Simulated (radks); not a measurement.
Results of a calculation; reference values are marked as such.
How relativity changes the ionisation of the carbon ion C+ ([He] 2s2 2p1) to C2+ ([He] 2s2). Spin-unpolarised spherical Kohn-Sham, BLYP, point nucleus unless stated (finite: rms radius 2.4702 fm), a radial shooting solver on a logarithmic mesh with Libxc functionals. A level marked "c x" has the speed of light scaled by that factor and shares open shells by 2j + 1; other Dirac levels either fill j = l - 1/2 first or share by 2j + 1.

| level | E(C+) (hartree) | E(C2+) (hartree) | IE (eV) | HOMO | <r> HOMO (bohr) |
|---|---|---|---|---|---|
| non-rel. | -37.40285 | -36.51430 | 24.179 | 2p | 1.504 |
| scalar-rel. | -37.41966 | -36.53124 | 24.175 | 2p | 1.504 |
| scalar-rel., finite nucleus | -37.41966 | -36.53124 | 24.175 | 2p | 1.504 |
| Dirac, 2j+1 shares | -37.41966 | -36.53124 | 24.175 | 2p3/2 | 1.504 |
| Dirac, low j first | -37.41995 | -36.53124 | 24.183 | 2p1/2 | 1.503 |
| Dirac, 2j+1 shares, finite nucleus | -37.41966 | -36.53124 | 24.175 | 2p3/2 | 1.504 |
| Dirac, c x 0.85 | -37.42613 | -36.53775 | 24.174 | 2p3/2 | 1.504 |
| Dirac, c x 1.25 | -37.41361 | -36.52514 | 24.176 | 2p3/2 | 1.504 |
| Dirac, c x 10 | -37.40302 | -36.51447 | 24.179 | 2p3/2 | 1.504 |

NIST Atomic Spectra Database: 24.383 eV (measured). The relativistic part of the total energy of C+ is -0.01681 hartree (Dirac, 2j+1 shares, finite nucleus), 0.045 % of the non-relativistic value. Spin polarisation and multiplet splitting of open shells are left out at every level.

Beside tabulated values, note that spin-unpolarised runs miss the spin-polarisation part of the exchange energy of open shells.
